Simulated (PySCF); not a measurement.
# B3LYP on Tc (technetium, neutral)

Configuration: [Kr] 4d5 5s2, high-spin 6S determinant. Computed with PySCF 2.14 in x2c-TZVPall (8s6p6d1f, 63 functions), with the spin-free X2C one-electron Hamiltonian (Gaussian nucleus).

| Property | Result |
| --- | --- |
| Total energy | -4285.33 hartree |
| One-electron energy | -5905.08 hartree |
| Hartree (Coulomb) energy | 1749.47 hartree |
| Exchange-correlation energy | -129.72 hartree |
| ⟨S²⟩ | 8.7600 |
| ⟨L²⟩ | 0.000 |
| Sum of ⟨r⟩ | 32.78 bohr |
| Sum of ⟨r²⟩ | 58.97 bohr² |
| Langevin diamagnetic susceptibility | -46.7 ×10⁻⁶ cm³/mol |
| Time after the integrals | 1.6 s of wall time on 1 thread of AMD EPYC 7R43 64-Core Processor (shared host) |

| shell | electrons | mean orbital energy (eV) | rms radius, mean of both spins (bohr) |
| --- | --- | --- | --- |
| 1s α | 1 | -20901.8 | 0.0394 |
| 1s β | 1 | -20901.8 | 0.0394 |
| 2s α | 1 | -2998.2 | 0.162 |
| 2s β | 1 | -2997.5 | 0.162 |
| 2p α | 3 | -2683.4 | 0.144 |
| 2p β | 3 | -2682.8 | 0.144 |
| 3s α | 1 | -528.65 | 0.444 |
| 3s β | 1 | -528.25 | 0.444 |
| 3p α | 3 | -424.68 | 0.448 |
| 3p β | 3 | -424.22 | 0.448 |
| 3d α | 5 | -255.99 | 0.437 |
| 3d β | 5 | -255.20 | 0.437 |
| 4s α | 1 | -78.136 | 1.13 |
| 4s β | 1 | -74.450 | 1.13 |
| 4p α | 3 | -49.317 | 1.26 |
| 4p β | 3 | -45.066 | 1.26 |
| 4d α | 5 | -8.987 | 1.86 |
| 5s α | 1 | -5.968 | 3.61 |
| 5s β | 1 | -4.948 | 3.61 |

Densities and radii are taken from the X2C orbitals without a picture-change correction, which distorts them close to the nucleus.
